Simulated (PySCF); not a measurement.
C4H10Si2, SMILES [Si@H]1(C=C)CC[SiH2]1.

Coordinates come from a PBE0-D3(BJ)/def2-SVP optimisation. The structure was generated by enumeration; whether it is a known compound was not checked. The values are those of a single conformer.

Two levels are set side by side: PBE/def2-TZVP (PySCF) and M06-2X/def2-TZVP (PySCF). Same geometry, gas phase. Differences are taken from unrounded values.

```json
[
 {"quantity": "orbital gap (eV)", "M06-2X": "8.14", "PBE": "4.33", "PBE minus M06-2X": "-3.82"},
 {"quantity": "highest occupied level (eV)", "M06-2X": "-8.01", "PBE": "-6.01", "PBE minus M06-2X": "2.00"},
 {"quantity": "lowest empty level (eV)", "M06-2X": "0.13", "PBE": "-1.68", "PBE minus M06-2X": "-1.81"},
 {"quantity": "dipole moment (D)", "M06-2X": "0.67", "PBE": "0.79", "PBE minus M06-2X": "0.12"},
 {"quantity": "mean polarisability (bohr³)", "M06-2X": "104.4", "PBE": "109.0", "PBE minus M06-2X": "4.7"}
]
```

Without exact exchange PBE keeps part of each electron's self-repulsion, which lifts occupied levels and narrows the gap. Loosely held outer electrons make PBE densities more polarisable. Differences between two approximate levels are no errors against the true value.

Rough cost on one machine, each run with all the roots and properties that it gave: M06-2X against PBE about 4 times.
